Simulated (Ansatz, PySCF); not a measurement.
Species: C3H3O2, net charge 0, doublet state. It need not be the lowest isomer of its formula. 
Structure (B3LYP-D3(BJ)/def2-TZVP (Ansatz, an electronic-structure program) minimum search):
```
C
O 1 1.2501
C 1 1.3938 2 116.50
O 3 1.1553 2 145.87 1 -180.00
C 1 1.5052 2 125.20 3 180.00
H 5 1.0913 1 112.24 2 180.00
H 5 1.0915 6 108.99 1 -121.08
H 5 1.0915 6 108.99 7 -117.84
```
Charge 0, spin multiplicity 2.

Dipole moments at this geometry, in debye (magnitudes).

```
level                program  dipole (D)
-------------------  -------  ----------
SVWN5/def2-TZVPD      Ansatz        2.90
PBE/def2-TZVPD        Ansatz        2.81
B3LYP/def2-TZVPD      Ansatz        2.97
PBE0/def2-TZVPD        PySCF           ?
r2SCANh/def2-TZVPD    Ansatz        2.93
CCSD(T)/aug-cc-pVDZ   Ansatz           ?
```

Question: Some entries are withheld; supply them.

Answer: 
- PBE0/def2-TZVPD, dipole (D): 2.96
- CCSD(T)/aug-cc-pVDZ, dipole (D): 2.95
